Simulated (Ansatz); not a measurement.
System: SiH₂I, charge 1, singlet. SiH2I+ (parent SMILES [SiH2]I, singlet).
B3LYP-D3(BJ)/def2-TZVP minimum from Ansatz (a program for electronic structure):
```
Si
H 1 1.4687
H 1 1.4687 2 120.23
I 1 2.3187 2 119.89 3 -180.00
```
Charge +1, spin multiplicity 1.

Total energies in def2-TZVPP, 12 correlated electrons, 14 frozen orbitals. Radicals and triplets start from unrestricted determinants; spin-orbit coupling is neglected. Correlated methods leave the cores frozen (noble-gas shells, and filled d and f shells in the p block). Past Kr the def2 sets carry scalar-relativistic core potentials. Spin-orbit terms, left out, reach several kcal/mol for Br and I, and more for heavier atoms. The spin of H2ISi+ (parent SMILES [SiH2]I, singlet) was assumed, and the state is the lowest solution found for it.

```
method    program  energy (Eh)  minus CCSDT(Q) (mEh)
--------  -------  -----------  --------------------
HF         Ansatz   -586.49709                280.52
MP2        Ansatz   -586.73357                 44.04
CCSD       Ansatz   -586.76455                 13.07
CCSD(T)    Ansatz   -586.77586                  1.76
CCSDT(Q)   Ansatz   -586.77761                  0.00
```

Rough core times of Ansatz's runs on a shared machine: CCSD(T) under 20 s, CCSDT(Q) 4 min.
